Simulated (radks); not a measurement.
Species: Cs III. Configuration: [Kr] 4d10 5s2 5p4.5 4f0.5 (fractional occupations, a model configuration).

Method: scalar-relativistic Kohn-Sham, exchange-only PBE, spin-polarised, spherical densities, finite nucleus; open shells are filled with parallel spins first (spin-orbit coupling, left out, can overturn this in heavy ions); Fermi nuclear charge, rms radius 4.8041 fm; computed with a radial shooting solver on a logarithmic mesh with Libxc functionals.

Energy parts (hartree):
total: -7782.3649
kinetic: 8201.8032
electron-nucleus: -18805.2710
Hartree: 3009.6847
exchange: -188.5817

Orbitals (lengths in bohr, moments of r in powers of bohr):
orbital,occ.,eigenvalue (hartree),<1/r>
1s up,1,-1316.162,59.39
1s down,1,-1316.159,59.39
2s up,1,-206.9526,13.64
2s down,1,-206.9514,13.64
2p up,3,-185.7222,13.00
2p down,3,-185.7200,13.00
3s up,1,-43.47090,4.917
3s down,1,-43.46728,4.917
3p up,3,-36.63847,4.668
3p down,3,-36.63452,4.668
3d up,5,-26.60703,4.423
3d down,5,-26.60348,4.423
4s up,1,-8.66663,2.017
4s down,1,-8.65578,2.017
4p up,3,-6.48320,1.854
4p down,3,-6.47174,1.854
4d up,5,-3.30676,1.581
4d down,5,-3.29178,1.585
4f up,0.5,-0.26672,0.6489
5s up,1,-1.56458,0.7669
5s down,1,-1.50381,0.7705
5p up,3,-1.05817,0.6497
5p down,1.5,-0.99615,0.6473
5d up,0,-0.45955,0.4242
5d down,0,-0.41455,0.4078
6s up,0,-0.45335,0.3084
6s down,0,-0.42481,0.3078

The highest occupied level is 4f up at -7.258 eV. The configuration is held as typed, so some empty levels lie below it. Spin moment in Bohr magnetons: 2. The electron density at the nucleus is 3.065e+05 e/bohr^3 (large components only). The density falls to 0.001 e/bohr^3 at r = 3.92 bohr. The spin density at the nucleus is -2.126 e/bohr^3 (1s -0.351, 2s 0.091, 3s -0.110, 4s 0.037, 5s -1.793).
